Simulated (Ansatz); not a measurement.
Consider the formal exchange of groups at the Si–B bond: `[SiH3]BS[SiH3]` + `CO[SiH](O)Br` → `CO[Si](O)([SiH3])Br` + `BS[SiH3]`.

Calculated with Ansatz (gas phase, PBE0-D4/def2-TZVP geometries, no zero-point term in ΔE). CCSD(T)/CBS is the MP2 limit (def2-TZVPP, def2-QZVPP) plus CCSD(T) − MP2 in def2-TZVPP, frozen cores. Functionals use def2-TZVPP. B3LYP here is the variant with VWN-RPA as its local correlation; programs differ in this. For Br outer-core shells are correlated without core-valence functions, which leaves a few kJ/mol of doubt a bond. Scalar relativity is left out up to krypton. Each species was taken in one conformer, which may not be the lowest.

```tsv
level	ΔE (kcal/mol)	difference from CCSD(T)/CBS
PBE-D4	-3.0	-1.1
r2SCAN-D4	-2.2	-0.3
PBE0-D4	-2.7	-0.8
B3LYP-D4	-2.8	-0.9
ωB97X-V	-2.5	-0.6
ωB97M-V	-2.0	-0.1
B2PLYP	-1.7	0.2
PBE	-2.2	-0.3
r2SCAN	-1.9	0.0
PBE0	-2.0	-0.1
B3LYP	-1.6	0.3
HF/def2-TZVPP	-1.2	0.7
MP2/def2-TZVPP	-1.7	0.2
SCS-MP2/def2-TZVPP	-1.4	0.5
CCSD/def2-TZVPP	-1.5	0.4
CCSD(T)/def2-TZVPP	-1.6	0.3
HF/def2-QZVPP	-1.1	0.8
MP2/def2-QZVPP	-1.8	0.1
SCS-MP2/def2-QZVPP	-1.6	0.3
HF/CBS(def2)	-1.1	0.8
MP2/CBS(def2)	-1.9	0.0
CCSD/CBS(def2)	-1.8	0.1
CCSD(T)/CBS	-1.9	0
```

Largest T1 diagnostic among the species: 0.015.

The D4 term adds −1.2 kcal/mol with B3LYP and −0.7 kcal/mol with PBE0; it sums over pairs of atoms, weighted by their polarisabilities, and B3LYP, whose exchange is more repulsive, gets the larger term.
